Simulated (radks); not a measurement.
The tin ion Sn+, configuration [Kr] 4d10 5s2 5p1. Calculated with a radial shooting solver on a logarithmic mesh with Libxc functionals: non-relativistic Kohn-Sham, PBE, spin-polarised, spherical densities, point nucleus; open shells are filled with parallel spins first (spin-orbit coupling, left out, can overturn this in heavy ions); relativity is left out, which matters for an element this heavy.

Local quantities along the radius. ELF = 1/(1 + alpha^2) is the electron localisation function; alpha = (tau - tau_W)/tau_unif compares the Pauli kinetic energy density with that of the uniform gas (summed over spins).

r (bohr)	ELF	alpha
0.002076	1.000	0.02229
0.002769	0.999	0.02447
0.003723	0.999	0.02783
0.004966	0.999	0.03293
0.006676	0.998	0.04154
0.008904	0.997	0.05624
0.01197	0.993	0.08524
0.01597	0.979	0.1453
0.0213	0.924	0.2864
0.02863	0.707	0.6435
0.03819	0.385	1.263
0.05134	0.337	1.403
0.06848	0.578	0.8548
0.09134	0.745	0.5845
0.1228	0.619	0.7837
0.1638	0.335	1.409
0.2202	0.499	1.001
0.2937	0.755	0.5696
0.3917	0.627	0.7714
0.5267	0.181	2.128
0.7024	0.587	0.8390
0.9444	0.768	0.5493
1.26	0.554	0.8968
1.693	0.257	1.701
2.259	0.352	1.357
3.013	0.632	0.7633
4.05	0.484	1.033
5.402	0.099	3.022
7.263	0.004	15.50

On this mesh the ELF has minima near r = 0.044, 0.16, 0.53, 2.0 bohr, which separate the shells, and maxima near 0.091 (0.75), 0.29 (0.76), 0.94 (0.77), 3.0 (0.63).
